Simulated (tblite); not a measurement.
C4H5O5 (charge -1).
Z-matrix (Å and degrees, GFN2-xTB geometry), rows numbered from 1:
```
O 
C   1  1.2002
O   2  1.3063  1  129.22
C   3  1.4362  2  119.06  1     3.04
C   4  1.5391  3  110.85  2   107.32
O   5  1.3816  4  111.28  3  -176.96
C   6  1.5025  5  115.68  4   -75.02
O   7  1.2193  6  114.53  5     2.51
O   7  1.2112  6  111.50  5  -177.71
H   2  1.1104  1  122.55  3  -178.88
H   4  1.0931  3  109.87  2   -14.52
H   4  1.0917  3  107.38  2  -135.15
H   5  1.1011  4  107.88  3    60.99
H   5  1.0988  4  109.64  3   -58.13
```

Computed geometry: GFN2-xTB, gas phase.

Take the most abundant isotopes and a rigid rotor. The values belong to one conformer with, in the numbering `[O:1]=[CH:2][O:3][CH2:4][CH2:5][O:6][C:7](=[O:8])[O-:9]`, O1–C2–O3–C4 3°, C2–O3–C4–C5 107°, O3–C4–C5–O6 -177°, C4–C5–O6–C7 -75°, C5–O6–C7–O8 3°.

What are A, B and C (GHz)?

Ia = 97.62, Ib = 735.13, Ic = 777.20 u·Å²; 505379 MHz·u·Å²/I gives 5177, 687.5 and 650.3 MHz, that is A = 5.1772, B = 0.6875, C = 0.6503 GHz.

What kind of rotor is it?

A near-prolate asymmetric top. Ray's parameter κ = (2B − A − C)/(A − C) = -0.984; −1 is the prolate and +1 the oblate limit.

Is it planar, by Δ = Ic − Ia − Ib?

Not planar: Δ = Ic − Ia − Ib = -55.55 u·Å². For a rigid frame Δ = −2 Σ m c², so Σ m c² = 27.78 u·Å² lies off the ab plane: 6.35 from hydrogen and 21.42 from heavier atoms. The atom farthest from that plane is 1.51 Å away.

Give the other two planar moments, Paa and Pbb, and the rms extents of the mass along the axes.

Paa = Σ m a² = (Ib + Ic − Ia)/2 = 707.36 and Pbb = Σ m b² = (Ia + Ic − Ib)/2 = 69.84 u·Å². With the mass M = 133.01 u, the rms extents √(P/M) along a, b and c are 2.31, 0.72, 0.46 Å.

Give the coordinates in the principal-axis frame, origin at the centre of mass.

The sense of each axis is arbitrary; atoms in the order of the calculation.
```
atom  mass (u)   a (Å)   b (Å)   c (Å)
  O1    15.995  -3.291  -0.881   0.477
  C2    12.000  -3.091   0.190  -0.027
  O3    15.995  -1.969   0.847  -0.152
  C4    12.000  -0.750   0.240   0.305
  C5    12.000   0.121  -0.201  -0.885
  O6    15.995   1.265  -0.847  -0.456
  C7    12.000   2.336   0.038   0.117
  O8    15.995   2.039   1.219   0.177
  O9    15.995   3.319  -0.599   0.427
 H10     1.008  -3.904   0.804  -0.468
 H11     1.008  -0.979  -0.619   0.940
 H12     1.008  -0.197   0.999   0.861
 H13     1.008   0.371   0.697  -1.472
 H14     1.008  -0.441  -0.905  -1.513
```

Its GFN2-xTB frequencies are all real (lowest 23 cm⁻¹). Zero-point vibration and centrifugal distortion are left out.
